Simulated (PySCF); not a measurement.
SMILES C=C[CH2][In]([CH3])[CH3] (C5H11In), GFN2-xTB optimised geometry.

```
17

In     0.93     0.03     0.00
C     -0.19     2.03     0.00
C     -1.59     1.79    -0.35
C     -2.57     1.59     0.52
H      0.32     2.68    -0.72
H     -0.08     2.43     1.01
H     -1.81     1.74    -1.41
H     -2.39     1.63     1.59
H     -3.58     1.40     0.21
C     -0.26    -1.87     0.01
H     -1.19    -1.72     0.57
H      0.31    -2.68     0.47
H     -0.51    -2.16    -1.01
C      3.20     0.03     0.00
H      3.56    -0.62     0.79
H      3.58     1.03     0.16
H      3.56    -0.35    -0.95
```

Density from PBE0/def2-SVP, def2 effective core potentials past Kr (PySCF) at that geometry. The core electrons that the potentials of In replace are not part of the density.

Minimum of the electron density along straight lines between bonded atoms, close to the bond critical point (lines longer than 1.1 times the sum of covalent radii, or with two minima, are not listed):

| bond | length / Å | ρ at the minimum / e bohr⁻³ | ∇²ρ there / e bohr⁻⁵ | position (fraction from the first atom) |
|---|---|---|---|---|
| In1–C2 | 2.298 | 0.075 | 0.13 | 0.50 |
| C2–C3 | 1.464 | 0.270 | -0.64 | 0.50 |
| C3–C4 | 1.330 | 0.340 | -0.90 | 0.51 |
| C2–H5 | 1.091 | 0.271 | -0.96 | 0.62 |
| C2–H6 | 1.091 | 0.270 | -0.96 | 0.62 |
| C3–H7 | 1.086 | 0.279 | -1.04 | 0.63 |
| C4–H8 | 1.080 | 0.279 | -1.04 | 0.62 |
| C4–H9 | 1.077 | 0.281 | -1.06 | 0.63 |
| In1–C10 | 2.248 | 0.082 | 0.14 | 0.51 |
| C10–H11 | 1.088 | 0.271 | -0.98 | 0.63 |
| C10–H12 | 1.089 | 0.271 | -0.97 | 0.63 |
| In1–C14 | 2.264 | 0.080 | 0.14 | 0.50 |
| C14–H15 | 1.089 | 0.270 | -0.96 | 0.62 |
| C14–H16 | 1.089 | 0.271 | -0.97 | 0.63 |
| C14–H17 | 1.089 | 0.269 | -0.95 | 0.62 |
